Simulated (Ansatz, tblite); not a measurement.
Spin states of the cluster Si3Ge, each relaxed with r2SCAN-D4/def2-SVP in Ansatz. Electronic energies in the gas phase.

The xTB rows come from tblite. B3LYP takes the VWN-RPA correlation. Correlated methods freeze 24 core orbitals; core or outer-core shells of Ge are correlated, in sets that lack core-valence functions. The structure comes from a short search, and lower isomers may exist.

Singlet geometry (C2v within 0.1 Å):

```xyz
4

Si   -0.515   -0.669    0.861
Si    1.176   -1.553   -0.455
Si    0.535    0.635   -0.876
Ge   -1.195    1.588    0.470
```

Triplet geometry (C2v within 0.1 Å):

```xyz
4

Si    1.049    0.715   -0.055
Si   -0.259    0.588    1.791
Si   -1.056   -0.699    0.105
Ge    0.267   -0.604   -1.841
```

Quintet geometry (Cs within 0.1 Å):

```csv
atom,x (Å),y (Å),z (Å)
Si1,0.965,0.853,0.088
Si2,0.482,-0.376,-1.793
Si3,-0.581,-1.149,0.091
Ge4,-0.866,0.672,1.613
```

⟨S²⟩: triplet 2.04 at PBE0-D4/def2-TZVP (pure 2.00), quintet 6.02 at PBE0-D4/def2-TZVP (pure 6.00).

Run but left out: HF/STO-3G (singlet: restricted singlet, unstable in another Hartree–Fock run and untested here); HF/def2-TZVP, HF/def2-TZVPP (singlet: restricted singlet, unstable towards broken spin symmetry); MP2/def2-TZVP, MP2/def2-TZVPP (triplet: ⟨S²⟩ 2.19, where a pure state has 2.00); HF/def2-TZVPP, MP2/def2-TZVPP, CCSD/def2-TZVPP, CCSD(T)/def2-TZVPP (flagged by the program: large difference); MP2/def2-TZVP (quintet: ⟨S²⟩ 6.26, where a pure state has 6.00).

Only these spin states were relaxed.

```tsv
level	triplet − singlet (kcal/mol)	quintet − singlet (kcal/mol)	lowest of these
GFN1-xTB	9.0	36.7	singlet
GFN2-xTB	20.8	49.8	singlet
LDA (SPW92)/def2-TZVP	18.6	67.1	singlet
r2SCAN-D4/def2-TZVP	14.1	58.5	singlet
r2SCANh-D4/def2-TZVP	14.3	58.4	singlet
RPA@PBE/def2-TZVP	21.0	67.1	singlet
```

**Question.** Estimate the rows for PBE-D4/def2-TZVP, BLYP-D4/def2-TZVP, B3LYP-D4/def2-TZVP, PBE0-D4/def2-TZVP, CAM-B3LYP-D4/def2-TZVP.

**Answer.** 
| level | triplet − singlet (kcal/mol) | quintet − singlet (kcal/mol) | lowest of these |
| --- | --- | --- | --- |
| PBE-D4/def2-TZVP | 17.3 | 62.8 | singlet |
| BLYP-D4/def2-TZVP | 19.8 | 66.7 | singlet |
| B3LYP-D4/def2-TZVP | 20.5 | 67.0 | singlet |
| PBE0-D4/def2-TZVP | 17.9 | 62.5 | singlet |
| CAM-B3LYP-D4/def2-TZVP | 21.3 | 67.3 | singlet |

The xTB methods have no spin-polarisation term.
